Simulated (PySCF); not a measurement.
H2OPb, SMILES [OH][PbH] (connectivity only; charge and spin as stated), neutral, multiplicity 1.

Geometry: B3LYP-D3(BJ)/def2-TZVP. The def2 effective core potentials stand for the cores of Pb; spin–orbit coupling is left out.

Method: TDA-B3LYP/def2-TZVPD (PySCF 2.14.0).

Vertical excitations.  State labels are in the subgroup Cs.

| state | symmetry | energy (eV) | λ (nm) | f | main pairs |
|---|---|---|---|---|---|
| S1 | A" | 3.15 | 394 | 0.009 | HOMO→LUMO 99 % |
| S2 | A" | 4.21 | 295 | 0.014 | HOMO−2→LUMO 99 % |
| S3 | A' | 4.76 | 261 | 0.013 | HOMO−1→LUMO 86 % |
| S4 | A' | 5.10 | 243 | 0.013 | HOMO→LUMO+1 95 % |
| S5 | A' | 6.04 | 205 | 0.277 | HOMO→LUMO+2 85 % |
| S6 | A" | 6.07 | 204 | 0.021 | HOMO−1→LUMO+1 99 % |
| S7 | A' | 6.66 | 186 | 0.160 | HOMO−2→LUMO+1 67 %, HOMO−2→LUMO+2 23 % |
| S8 | A" | 7.00 | 177 | 0.013 | HOMO−1→LUMO+2 99 % |
| S9 | A' | 7.33 | 169 | 0.272 | HOMO−2→LUMO+2 35 %, HOMO→LUMO+3 34 %, HOMO→LUMO+4 10 % |
| S10 | A' | 7.42 | 167 | 0.159 | HOMO→LUMO+4 47 %, HOMO→LUMO+3 30 %, HOMO−2→LUMO+2 9 % |
| T1 | A" | 2.54 | 488 | 0 | HOMO→LUMO 99 % |
| T2 | A' | 3.72 | 333 | 0 | HOMO−1→LUMO 99 % |
| T3 | A" | 3.87 | 321 | 0 | HOMO−2→LUMO 99 % |
| T4 | A' | 4.60 | 270 | 0 | HOMO→LUMO+1 95 % |
Triplets are in the Tamm–Dancoff approximation.
